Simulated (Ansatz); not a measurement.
Computed with Ansatz on PBE0-D4/def2-TZVP structures; ΔE is electronic, products minus reactants. CCSD(T)/CBS is the MP2 limit (def2-TZVPP, def2-QZVPP) plus CCSD(T) − MP2 in def2-TZVPP, frozen cores. This one scheme is used for every species. Functionals use def2-TZVPP. One conformer a species, not always the lowest.

`F[C@H](Cl)[Si@@H]1CO1` + H–F → `F[SiH]1CO1` + `FCCl`  (ligand exchange at the Si–C bond)

| species | CAM-B3LYP energy (Eh) |
| --- | --- |
| `F[C@H](Cl)[Si@@H]1CO1` | -1003.41035 |
| H–F | -100.46747 |
| `F[SiH]1CO1` | -504.56008 |
| `FCCl` | -599.38736 |

**Question.** Work out ΔE.

**Answer.** ΔE = (-504.56008) + (-599.38736) − (-1003.41035) − (-100.46747) = -0.06962 Eh = -1.89 eV. CCSD(T)/CBS gives -1.72 eV.

**Question.** What do rigid-rotor, harmonic-oscillator terms from PBE0-D4/def2-TZVP frequencies (298.15 K, 1 bar) make of the CCSD(T)/CBS value? (An estimate is asked.)

**Answer.** Ansatz gave: ΔZPE = +0.10 eV, ΔH = -1.66 eV, ΔS = 20 J/(mol·K), ΔG = -1.73 eV. Modes under 50 cm⁻¹ make the entropy rough.

Largest T1 diagnostic among the species: 0.013.

From BLYP to BHLYP (50 % exact exchange), in def2-TZVPP and without D4, ΔE moves by −0.12 eV. Leaving LDA and LC-ωPBE aside and taking each functional with its dispersion term where it has one, the values, not all of them listed here, spread over 0.30 eV, from BHLYP-D4 to revPBE-D4. LDA lies +0.07 eV from PBE without D4.
